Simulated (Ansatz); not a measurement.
Reaction (formal hydrolysis of the Si–N bond): `OBN[SiH2]O` + H₂O → `O[SiH2]O` + `NBO`

Calculated with Ansatz (gas phase, PBE0-D4/def2-TZVP geometries, no zero-point term in ΔE). CCSD(T)/CBS is the MP2 limit (def2-TZVPP, def2-QZVPP) plus CCSD(T) − MP2 in def2-TZVPP, frozen cores. This one scheme is used for every species. DFT in def2-TZVPP. B3LYP here is the variant with VWN-RPA as its local correlation; programs differ in this. One conformer a species, not always the lowest.

`OBN[SiH2]O`:

Cartesian coordinates in Å:
```
O -0.115 1.570 -1.698
B 0.804 0.599 -1.447
N 0.796 -0.221 -0.279
Si -0.315 -0.263 1.028
O -1.206 -1.641 0.941
H -0.781 1.671 -1.011
H 1.661 0.444 -2.268
H 1.542 -0.902 -0.252
H -1.179 0.943 0.895
H 0.386 -0.226 2.339
H -1.593 -1.975 1.752
```

H₂O:

Z-matrix (Å, degrees):
```
O
H 1 0.960
H 1 0.960 2 105.1
```

`O[SiH2]O`:

```xyz
7

O     1.074    0.574    0.787
Si    0.166   -0.296   -0.268
O    -1.434    0.066   -0.208
H     1.142    1.519    0.644
H     0.542   -0.010   -1.671
H     0.419   -1.703    0.122
H    -1.910   -0.150    0.595
```

`NBO`:

Z-matrix (Å, degrees):
```
N
B 1 1.397
H 1 1.003 2 122.7
H 1 1.006 2 122.6 3 -180.0
O 2 1.371 1 118.7 3 -180.0
H 2 1.202 1 119.9 3 -0.0
H 5 0.957 2 112.5 1 -180.0
```

**Question.** Is it downhill or uphill in electronic energy at CCSD(T)/CBS, and by how much? (Best estimate.)

**Answer.** Computed: Downhill: ΔE = -52.9 kJ/mol.

**Question.** What do these levels give: B3LYP-D4, B2PLYP, B3LYP, CCSD/def2-SVP, SCS-MP2/def2-TZVPP, HF/def2-QZVPP? (Estimate.)

**Answer.** Computed: B3LYP-D4 -57.9, B2PLYP -62.6, B3LYP -65.8, CCSD/def2-SVP -57.2, SCS-MP2/def2-TZVPP -58.6, HF/def2-QZVPP -68.1 kJ/mol.

Largest T1 diagnostic among the species: 0.012.

The D4 term adds +7.9 kJ/mol with B3LYP and +4.4 kJ/mol with PBE0; it sums over pairs of atoms, weighted by their polarisabilities, and B3LYP, whose exchange is more repulsive, gets the larger term. Leaving LDA and LC-ωPBE aside and taking each functional with its dispersion term where it has one, the values, not all of them listed here, spread over 12.8 kJ/mol, from B2PLYP to revPBE-D4.
